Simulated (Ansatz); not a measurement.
# Nudged elastic band run: BClFH₃O₂

Input:

```yaml
crystal:
  periodic: [false, false, false]
  atoms:
    - { symbol: B, position_ang: [-0.377368, -0.391353, -0.097217] }
    - { symbol: O, position_ang: [-0.551593, 0.148737, 1.160019] }
    - { symbol: H, position_ang: [-1.338315, -0.15218, 1.629164] }
    - { symbol: O, position_ang: [0.674726, -0.046123, -0.833006] }
    - { symbol: H, position_ang: [1.247281, 0.596501, -0.368741] }
    - { symbol: Cl, position_ang: [-1.574512, -1.543252, -0.702594] }
    - { symbol: F, position_ang: [1.533571, 1.573236, 1.117929] }
    - { symbol: H, position_ang: [0.731009, 1.184734, 1.437645] }
basis:
  gaussian: { orbitals: def2-SVP }
hamiltonian:
  xc: cam_b3lyp
  dispersion: d4
neb:
  order_check: false
  images: 5
  f_tol: 0.03
  max_iterations: 60
  final_atoms:
    - { symbol: B, position_ang: [0.05458913, 0.43323585, -0.13783493] }
    - { symbol: O, position_ang: [-0.02969146, -0.05022677, 1.63750613] }
    - { symbol: H, position_ang: [-0.97139818, -0.19823092, 1.81970175] }
    - { symbol: O, position_ang: [1.28936395, 0.04731787, -0.55577091] }
    - { symbol: H, position_ang: [1.31959729, -0.85946531, -0.87505929] }
    - { symbol: Cl, position_ang: [-1.41613778, -0.49477799, -0.71952488] }
    - { symbol: F, position_ang: [-0.13368823, 1.75616168, 0.03374142] }
    - { symbol: H, position_ang: [0.23216428, 0.73628558, 2.14043972] }
  initial_path:
    images:
      - { positions_ang: [[-0.377368, -0.391353, -0.097217], [-0.551593, 0.148737, 1.160019], [-1.338315, -0.15218, 1.629164], [0.674726, -0.046123, -0.833006], [1.247281, 0.596501, -0.368741], [-1.574512, -1.543252, -0.702594], [1.533571, 1.573236, 1.117929], [0.731009, 1.184734, 1.437645]] }
      - { positions_ang: [[-0.24257895, -0.2696836, -0.06153411], [-0.36012969, 0.12137112, 1.36246888], [-1.17068597, -0.21106939, 1.79404691], [0.86186722, 0.0086648, -0.78897557], [1.38978632, 0.13591949, -0.51488844], [-1.57087362, -1.13394788, -0.77172438], [0.97864014, 1.55807844, 0.89153521], [0.45877355, 1.16096702, 1.4322705]] }
      - { positions_ang: [[-0.1077899, -0.1480142, -0.02585123], [-0.16866638, 0.09400524, 1.56491877], [-1.00305693, -0.26995878, 1.95892981], [1.04900843, 0.06345259, -0.74494514], [1.53229165, -0.32466201, -0.66103588], [-1.56723524, -0.72464376, -0.84085477], [0.42370927, 1.54292088, 0.66514142], [0.18653811, 1.13720003, 1.42689601]] }
      - { positions_ang: [[0.02699914, -0.0263448, 0.00983166], [0.02279693, 0.06663936, 1.76736865], [-0.8354279, -0.32884817, 2.12381272], [1.23614965, 0.11824039, -0.70091471], [1.67479697, -0.78524352, -0.80718332], [-1.56359686, -0.31533963, -0.90998515], [-0.13122159, 1.52776332, 0.43874763], [-0.08569734, 1.11343305, 1.42152151]] }
      - { positions_ang: [[0.03619581, 0.12684875, -0.03939054], [0.0053008, 0.02768398, 1.72408114], [-0.88075133, -0.28530909, 2.0224424], [1.25388775, 0.09459955, -0.65253344], [1.55639708, -0.80998411, -0.82980864], [-1.51444384, -0.37515242, -0.8464984], [-0.1320438, 1.60389611, 0.30374556], [0.02025653, 0.98771723, 1.66116092]] }
      - { positions_ang: [[0.04539247, 0.2800423, -0.08861273], [-0.01219533, -0.01127139, 1.68079363], [-0.92607475, -0.24177, 1.92107207], [1.27162585, 0.07095871, -0.60415218], [1.43799718, -0.83472471, -0.85243397], [-1.46529081, -0.4349652, -0.78301164], [-0.13286602, 1.6800289, 0.16874349], [0.1262104, 0.86200141, 1.90080032]] }
      - { positions_ang: [[0.05458913, 0.43323585, -0.13783493], [-0.02969146, -0.05022677, 1.63750613], [-0.97139818, -0.19823092, 1.81970175], [1.28936395, 0.04731787, -0.55577091], [1.31959729, -0.85946531, -0.87505929], [-1.41613778, -0.49477799, -0.71952488], [-0.13368823, 1.75616168, 0.03374142], [0.23216428, 0.73628558, 2.14043972]] }
```

Command:

```bash
$ ansatz run input.yaml --threads 4 --pin off --max-ram 5120MiB --backend cpu --events-out ev --progress --plain --runs-dir out
```

Output, in part (warnings, iteration lines, the closing report on the highest movable image, with atoms numbered from 0):

```
NEB end point (image 0): max|allowed force component| = 8.349e-3 eV/Å (the criterion of neb.relax_end_points is 1.000e-2)
NEB end point (image 6): max|allowed force component| = 2.940e-2 eV/Å (the criterion of neb.relax_end_points is 1.000e-2)
NEB iter   1: max|band force component| = 7.025e1 eV/Å  barrier→ = 12.0448 eV  barrier← = 12.0214 eV  Δτ_max = 0.2000 Å  (193 SCF iters)
NEB iter   2: max|band force component| = 1.271e1 eV/Å  barrier→ = 2.6748 eV  barrier← = 2.6514 eV  Δτ_max = 0.2000 Å  (161 SCF iters)
NEB iter   3: max|band force component| = 7.310e0 eV/Å  barrier→ = 1.9352 eV  barrier← = 1.9119 eV  Δτ_max = 0.1975 Å  (170 SCF iters)
NEB iter   4: max|band force component| = 3.785e0 eV/Å  barrier→ = 1.8148 eV  barrier← = 1.7914 eV  Δτ_max = 0.1914 Å  (173 SCF iters)
NEB iter   5: max|band force component| = 2.648e0 eV/Å  barrier→ = 1.2628 eV  barrier← = 1.2395 eV  Δτ_max = 0.1781 Å  (165 SCF iters)
NEB iter   6: max|band force component| = 3.125e0 eV/Å  barrier→ = 0.8892 eV  barrier← = 0.8659 eV  Δτ_max = 0.0920 Å  (163 SCF iters)
NEB iter   7: max|band force component| = 1.552e0 eV/Å  barrier→ = 0.6637 eV  barrier← = 0.6404 eV  Δτ_max = 0.1429 Å  (153 SCF iters)
NEB iter   8: max|band force component| = 7.258e-1 eV/Å  barrier→ = 0.5261 eV  barrier← = 0.5027 eV  Δτ_max = 0.1794 Å  (155 SCF iters)
NEB iter   9: max|band force component| = 1.481e0 eV/Å  barrier→ = 0.5024 eV  barrier← = 0.4790 eV  Δτ_max = 0.0916 Å  (158 SCF iters)
NEB iter  10: max|band force component| = 9.661e-1 eV/Å  barrier→ = 0.4866 eV  barrier← = 0.4632 eV  CI = image 4  Δτ_max = 0.1868 Å  (157 SCF iters)
NEB iter  11: max|band force component| = 1.501e0 eV/Å  barrier→ = 1.0734 eV  barrier← = 1.0500 eV  CI = image 4  Δτ_max = 0.0918 Å  (161 SCF iters)
NEB iter  12: max|band force component| = 8.801e-1 eV/Å  barrier→ = 1.1056 eV  barrier← = 1.0823 eV  CI = image 4  Δτ_max = 0.1814 Å  (156 SCF iters)
NEB iter  13: max|band force component| = 8.521e-1 eV/Å  barrier→ = 1.0562 eV  barrier← = 1.0329 eV  CI = image 4  Δτ_max = 0.1812 Å  (151 SCF iters)
NEB iter  14: max|band force component| = 6.907e-1 eV/Å  barrier→ = 1.0451 eV  barrier← = 1.0217 eV  CI = image 4  Δτ_max = 0.0919 Å  (163 SCF iters)
NEB iter  15: max|band force component| = 5.961e-1 eV/Å  barrier→ = 1.0411 eV  barrier← = 1.0177 eV  CI = image 4  Δτ_max = 0.0918 Å  (141 SCF iters)
NEB iter  16: max|band force component| = 4.093e-1 eV/Å  barrier→ = 1.0398 eV  barrier← = 1.0165 eV  CI = image 4  Δτ_max = 0.0919 Å  (130 SCF iters)
NEB iter  17: max|band force component| = 3.162e-1 eV/Å  barrier→ = 1.0393 eV  barrier← = 1.0160 eV  CI = image 4  Δτ_max = 0.0894 Å  (125 SCF iters)
NEB iter  18: max|band force component| = 2.947e-1 eV/Å  barrier→ = 1.0391 eV  barrier← = 1.0157 eV  CI = image 4  Δτ_max = 0.0914 Å  (129 SCF iters)
NEB iter  19: max|band force component| = 8.941e-2 eV/Å  barrier→ = 1.0390 eV  barrier← = 1.0156 eV  CI = image 4  Δτ_max = 0.1780 Å  (120 SCF iters)
NEB iter  20: max|band force component| = 1.052e-1 eV/Å  barrier→ = 1.0389 eV  barrier← = 1.0156 eV  CI = image 4  Δτ_max = 0.0909 Å  (116 SCF iters)
NEB iter  21: max|band force component| = 1.295e-1 eV/Å  barrier→ = 1.0389 eV  barrier← = 1.0156 eV  CI = image 4  Δτ_max = 0.0460 Å  (115 SCF iters)
NEB iter  22: max|band force component| = 7.642e-2 eV/Å  barrier→ = 1.0389 eV  barrier← = 1.0156 eV  CI = image 4  Δτ_max = 0.0460 Å  (111 SCF iters)
NEB iter  23: max|band force component| = 6.717e-2 eV/Å  barrier→ = 1.0389 eV  barrier← = 1.0156 eV  CI = image 4  Δτ_max = 0.0914 Å  (110 SCF iters)
NEB iter  24: max|band force component| = 8.042e-2 eV/Å  barrier→ = 1.0389 eV  barrier← = 1.0156 eV  CI = image 4  Δτ_max = 0.0461 Å  (107 SCF iters)
NEB iter  25: max|band force component| = 2.062e-1 eV/Å  barrier→ = 1.0389 eV  barrier← = 1.0156 eV  CI = image 4  Δτ_max = 0.0230 Å  (103 SCF iters)
NEB iter  26: max|band force component| = 6.984e-2 eV/Å  barrier→ = 1.0389 eV  barrier← = 1.0156 eV  CI = image 4  Δτ_max = 0.0458 Å  (103 SCF iters)
NEB iter  27: max|band force component| = 7.324e-2 eV/Å  barrier→ = 1.0389 eV  barrier← = 1.0156 eV  CI = image 4  Δτ_max = 0.0917 Å  (102 SCF iters)
NEB iter  28: max|band force component| = 6.757e-2 eV/Å  barrier→ = 1.0389 eV  barrier← = 1.0156 eV  CI = image 4  Δτ_max = 0.1807 Å  (101 SCF iters)
NEB iter  29: max|band force component| = 7.721e-2 eV/Å  barrier→ = 1.0389 eV  barrier← = 1.0156 eV  CI = image 4  Δτ_max = 0.0920 Å  (96 SCF iters)
NEB iter  30: max|band force component| = 8.643e-2 eV/Å  barrier→ = 1.0389 eV  barrier← = 1.0156 eV  CI = image 4  Δτ_max = 0.0919 Å  (96 SCF iters)
NEB iter  31: max|band force component| = 1.060e-1 eV/Å  barrier→ = 1.0389 eV  barrier← = 1.0156 eV  CI = image 4  Δτ_max = 0.0460 Å  (98 SCF iters)
NEB iter  32: max|band force component| = 1.228e-1 eV/Å  barrier→ = 1.0389 eV  barrier← = 1.0156 eV  CI = image 4  Δτ_max = 0.0230 Å  (100 SCF iters)
NEB iter  33: max|band force component| = 1.452e-1 eV/Å  barrier→ = 1.0389 eV  barrier← = 1.0156 eV  CI = image 4  Δτ_max = 0.0115 Å  (98 SCF iters)
NEB iter  34: max|band force component| = 3.952e-2 eV/Å  barrier→ = 1.0389 eV  barrier← = 1.0156 eV  CI = image 4  Δτ_max = 0.0230 Å  (99 SCF iters)
NEB iter  35: max|band force component| = 2.730e-2 eV/Å  barrier→ = 1.0389 eV  barrier← = 1.0156 eV  CI = image 4  Δτ_max = 0.0000 Å  (236 SCF iters)
Total energy: -20050.65664206 eV, -736.8480407726 hartree
Atom 0 at    -0.075895     0.081203    -0.009780 Å, force    -0.000018    -0.000005    -0.000012 eV/Å
Atom 1 at     0.042365    -0.144664     1.481042 Å, force     0.000017    -0.000030     0.000009 eV/Å
Atom 2 at    -0.776338    -0.506378     1.849334 Å, force     0.000001     0.000002     0.000004 eV/Å
Atom 3 at     0.955516    -0.321630    -0.785367 Å, force     0.000002     0.000005     0.000009 eV/Å
Atom 4 at     1.803141    -0.342146    -0.328269 Å, force     0.000001    -0.000002    -0.000002 eV/Å
Atom 5 at    -1.738113    -0.179509    -0.628188 Å, force    -0.000002    -0.000000    -0.000004 eV/Å
Atom 6 at     0.073597     1.700430     0.402152 Å, force     0.000014     0.000021    -0.000023 eV/Å
Atom 7 at     0.060528     1.082994     1.362275 Å, force    -0.000016     0.000009     0.000020 eV/Å
Dipole moment:     0.191897    -0.124130     0.709469 e Å
```

It converged. A vibrational analysis at the climbing image gives one clearly imaginary mode, 1003i cm⁻¹: a first-order saddle point. The orbitals stay closed-shell, which can raise the energy where a bond breaks towards radicals; this wasn't checked here.

Final band (atoms are numbered from 1 in the order of the input):

```tsv
image	path coordinate (Å)	energy (eV)	F7–H8 (Å)	B1–F7 (Å)	O2–H8 (Å)
0	0.00	0.00	0.95	3.00	1.67
1	0.87	0.09	0.94	2.94	1.68
2	1.73	0.24	0.94	2.85	1.72
3	2.60	0.31	0.94	2.62	1.73
4	3.46	1.04	1.14	1.68	1.23
5	6.06	0.13	3.64	1.32	0.97
6	8.67	0.02	2.37	1.35	0.97
```

Run time: 3.1 min on 4 threads of Arm Neoverse V1, with other jobs on the host, peak memory 0.21 GiB.
